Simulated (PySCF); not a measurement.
Ge(OH)2 (GeH2O2), SMILES [OH][Ge][OH] (connectivity only; charge and spin as stated), neutral, multiplicity 1.

The structure is a stationary point at PBE-D3(BJ)/def2-TZVP. One conformer was computed; it need not be the lowest.

All values below come from ωB97X/def2-TZVPD (PySCF).

Symmetry labels are those of the subgroup C2v that the program uses (full group C2v).

Computed valence orbital energies around the gap with their symmetry:
```tsv
orbital	symmetry	energy (eV)
HOMO−7	B2	-29.74
HOMO−6	A1	-18.18
HOMO−5	B2	-15.17
HOMO−4	A1	-14.63
HOMO−3	B2	-12.86
HOMO−2	B1	-12.44
HOMO−1	A2	-11.44
HOMO	A1	-9.80
LUMO	B1	0.18
LUMO+1	B2	1.40
LUMO+2	A1	1.91
LUMO+3	A1	2.55
```
